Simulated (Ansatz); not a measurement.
Calculated with Ansatz (gas phase, PBE0-D4/def2-TZVP geometries, no zero-point term in ΔE). CCSD(T)/CBS is the MP2 limit (def2-TZVPP, def2-QZVPP) plus CCSD(T) − MP2 in def2-TZVPP, frozen cores. This one scheme is used for every species. Functionals use def2-TZVPP. B3LYP here is the variant with VWN-RPA as its local correlation; programs differ in this. Elements past krypton have def2 core potentials. For I outer-core shells are correlated without core-valence functions, which leaves a few kJ/mol of doubt a bond. One conformer a species, not always the lowest.

Reaction (substitution at a C–I bond): `FC[SiH2]CI` + H₂S → `FC[SiH2]CS` + HI

```
             level  ΔE (kJ/mol)  difference from CCSD(T)/CBS
            PBE-D4          7.8                         -8.9
         r2SCAN-D4          8.3                         -8.4
           PBE0-D4          7.0                         -9.7
          B3LYP-D4         10.1                         -6.6
           ωB97X-V          7.3                         -9.4
           ωB97M-V          8.0                         -8.7
            B2PLYP         11.1                         -5.6
               PBE          7.1                         -9.6
            r2SCAN          8.3                         -8.4
              PBE0          6.3                        -10.4
             B3LYP          8.7                         -8.0
     HF/def2-TZVPP          8.3                         -8.4
    MP2/def2-TZVPP         15.7                         -1.0
SCS-MP2/def2-TZVPP         14.9                         -1.8
   CCSD/def2-TZVPP         11.6                         -5.1
CCSD(T)/def2-TZVPP         12.7                         -4.0
     HF/def2-QZVPP          8.9                         -7.8
    MP2/def2-QZVPP         18.2                          1.5
SCS-MP2/def2-QZVPP         17.0                          0.3
      HF/CBS(def2)          9.0                         -7.7
     MP2/CBS(def2)         19.7                          3.0
    CCSD/CBS(def2)         15.6                         -1.1
       CCSD(T)/CBS         16.7                            0
```

Largest T1 diagnostic among the species: 0.011.

In def2-TZVPP, CCSD(T) changes the Hartree–Fock value by +4.4 kJ/mol (the triples alone add +1.1 kJ/mol) and MP2 by +7.4 kJ/mol.
